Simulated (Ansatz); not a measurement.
Cost and result for the atomization energy of C₃H₅FOSi (11 atoms, 10 bonds).

Cartesian coordinates in Å:
```
C 1.006 -0.802 0.777
Si 0.108 0.818 0.549
C -1.106 -0.500 -1.564
C -1.042 0.641 -0.903
F -1.830 1.676 -1.304
O -1.095 -1.535 -2.083
H 0.310 -1.619 0.978
H 1.688 -0.727 1.627
H 1.598 -1.058 -0.105
H 1.054 1.933 0.276
H -0.691 1.173 1.752
```

Total charge 0; spin multiplicity 1. The bonds changed during the relaxation, so this is another structure than the one it started from. Geometry: relaxed with PBE0-D4/def2-TZVP. It is one conformer, not always the lowest. Program: Ansatz. All runs use 4 threads of an Intel Xeon Platinum 8488C on a shared host. Times are those of one run each, without the atoms' runs, and a repeat can differ threefold. Electronic energies, without spin–orbit coupling; frozen cores. CCSD(T)/CBS adds CCSD(T) − MP2 in def2-TZVPP to the MP2 limit, and its time is that of the two runs behind it. T1 = 0.015. B3LYP takes the VWN-RPA correlation (the form of Gaussian; ORCA's B3LYP/G).

CCSD(T)/CBS is a level of theory with its own doubt, some kJ/mol a heavy atom from the limit and from the frozen cores, so smaller differences don't rank the functionals.

| level | functions | wall time | atomization (kJ/mol) | difference from CCSD(T)/CBS | per bond |
| --- | --- | --- | --- | --- | --- |
| PBE-D4/def2-TZVPP (with forces) | 267 | 1.9 s | 4517.7 | 158.7 | 15.9 |
| PBE0-D4/def2-TZVPP | 267 | 2.2 s | 4393.4 | 34.4 | 3.4 |
| r2SCAN-D4/def2-TZVPP (with forces) | 267 | 3.1 s | 4402.1 | 43.1 | 4.3 |
| B3LYP-D4/def2-TZVPP (with forces) | 267 | 3.5 s | 4372.2 | 13.2 | 1.3 |
| B2PLYP/def2-TZVPP | 267 | 4.4 s | 4329.2 | -29.8 | -3.0 |
| ωB97X-V/def2-TZVPP | 267 | 5.5 s | 4384.1 | 25.1 | 2.5 |
| ωB97M-V/def2-TZVPP (with forces) | 267 | 7.5 s | 4386.0 | 27.0 | 2.7 |
| MP2/def2-QZVPP | 505 | 19 s | 4426.0 | 67.0 | 6.7 |
| CCSD(T)/def2-TZVPP | 267 | 2 min | 4241.8 | -117.2 | -11.7 |
| CCSD(T)/CBS(def2) | – | 2.3 min | 4359.0 | 0.0 | 0.0 |

From PBE to PBE0 (25 % exact exchange), in def2-TZVPP and without D4, the atomization energy moves by −120.9 kJ/mol: exact exchange takes away binding that semilocal exchange gives to molecules. In def2-TZVPP, CCSD(T) changes the Hartree–Fock value by +1143.9 kJ/mol (the triples alone add +84.1 kJ/mol) and MP2 by +1258.4 kJ/mol; breaking electron pairs costs correlation energy, which Hartree–Fock lacks. The D4 term adds +36.5 kJ/mol with B3LYP and +19.3 kJ/mol with PBE0; it sums over pairs of atoms, weighted by their polarisabilities, and B3LYP, whose exchange is more repulsive, gets the larger term.
